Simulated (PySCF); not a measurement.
Isomers of C8H10OSi, mass 150.050 u with the commonest isotopes. Method used: PBE0/pcSseg-1 in PySCF (dipole) on a GFN2-xTB geometry, gas phase. One conformer each, none proved a minimum here; rigid rotors.

Question: Order these by dipole moment, largest first.
A. `[CH:1]1=[CH:2][C@H:3]([c:4]2[cH:5][cH:6][cH:7][o:8]2)[SiH2:9][CH2:10]1` with C2–C3–C4–C5 -36°
B. `CC(=O)C#CC1=C[SiH2][C@H]1C`
C. `[CH2:1]=[C:2]1[C:3](=[CH2:4])[C:5]([CH2:6][CH:7]=[O:8])=[C:9]1[SiH3:10]` with C3–C5–C6–C7 -92°, C5–C6–C7–O8 114°
D. `[CH2:1]=[C:2]1[C:3](=[CH2:4])[C:5]([CH2:6][SiH3:7])=[C:8]1[CH:9]=[O:10]` with C3–C5–C6–Si7 91°, C5–C8–C9–O10 4°

Answer: B (3.43 D), D (2.71 D), C (2.20 D), A (0.95 D).

Question: Order these by out-of-plane moment Σ m c² = (Ia + Ib − Ic)/2, smallest first.
A. `[CH:1]1=[CH:2][CH2:3][SiH:4]([c:5]2[cH:6][cH:7][cH:8][o:9]2)[CH2:10]1` with C3–Si4–C5–C6 -38°
B. `CC(=O)C#CC1=C[SiH2][C@H]1C`
C. `[CH2:1]=[C:2]1[C:3](=[CH2:4])[C:5]([CH2:6][SiH3:7])=[C:8]1[CH:9]=[O:10]` with C3–C5–C6–Si7 91°, C5–C8–C9–O10 4°
D. `[CH2:1]=[CH:2][c:3]1[cH:4][cH:5][cH:6][cH:7][c:8]1[O:9][SiH3:10]` with C1–C2–C3–C4 14°, C7–C8–O9–Si10 -5°
E. `[CH:1]1=[CH:2][C@H:3]([c:4]2[cH:5][cH:6][cH:7][o:8]2)[SiH2:9][CH2:10]1` with C2–C3–C4–C5 -36°
F. `[CH2:1]=[C:2]1[C:3](=[CH2:4])[C:5]([CH2:6][CH:7]=[O:8])=[C:9]1[SiH3:10]` with C3–C5–C6–C7 -92°, C5–C6–C7–O8 114°

Answer: D (3.68 u·Å²), B (14.79 u·Å²), F (38.56 u·Å²), C (42.98 u·Å²), E (63.16 u·Å²), A (71.38 u·Å²).

Question: Order these by rotational constant C, smallest first.
A. `[CH2:1]=[C:2]1[C:3](=[CH2:4])[C:5]([CH2:6][SiH3:7])=[C:8]1[CH:9]=[O:10]` with C3–C5–C6–Si7 91°, C5–C8–C9–O10 4°
B. `CC(=O)C#CC1=C[SiH2][C@H]1C`
C. `[CH:1]1=[CH:2][C@H:3]([c:4]2[cH:5][cH:6][cH:7][o:8]2)[SiH2:9][CH2:10]1` with C2–C3–C4–C5 -36°
D. `[CH2:1]=[C:2]1[C:3](=[CH2:4])[C:5]([CH2:6][CH:7]=[O:8])=[C:9]1[SiH3:10]` with C3–C5–C6–C7 -92°, C5–C6–C7–O8 114°

Answer: B (410.3 MHz), D (588.1 MHz), A (629.3 MHz), C (686.9 MHz).

```tsv
SMILES	point group	Ia (u·Å²)	Ib (u·Å²)	Ic (u·Å²)	κ	μa (D)	μb (D)	μc (D)
C=C1C(=C)C(CC=O)=C1[SiH3]	C1	382.02	554.44	859.33	-0.12	1.68	0.76	1.20
C1=C[C@H](c2ccco2)[SiH2]C1	C1	190.93	671.10	735.70	-0.93	0.75	0.35	0.48
C=C1C(=C)C(C[SiH3])=C1C=O	C1	370.27	518.81	803.12	-0.06	0.64	2.63	0.01
C1=CC[SiH](c2ccco2)C1	C1	168.10	778.41	803.75	-0.98	0.42	0.67	0.34
C=Cc1ccccc1O[SiH3]	C1	325.53	542.18	860.35	-0.29	0.66	0.72	0.08
CC(=O)C#CC1=C[SiH2][C@H]1C	C1	174.23	1086.97	1231.61	-0.96	2.44	2.41	0.04
```
